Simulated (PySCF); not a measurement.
SiF2Cl, SMILES F[Si](F)Cl, multiplicity 2. Geometry: PBE-D3(BJ)/def2-SVP.

All values below come from PBE-D3(BJ)/def2-SVP (PySCF).

Harmonic wavenumbers (cm⁻¹): 197, 242, 325, 536, 838, 914. Rotational constants (GHz): 6.971, 3.359, 2.430; symmetry number 1.

**Question.** Work out the zero-point energy and the ideal-gas rigid-rotor harmonic-oscillator thermochemistry at 298.15 K and 1 atm.

**Answer.** ZPE = ½ Σ hcν = ½ × 3053 cm⁻¹ = 4.36 kcal/mol. H − E(el) = 7.84 kcal/mol. Entropy in cal/(mol K): translation 39.76, rotation 26.14, vibration 6.12, spin 1.38, total 73.39. G − E(el) = -14.04 kcal/mol. Cp = 15.44 cal/(mol K).
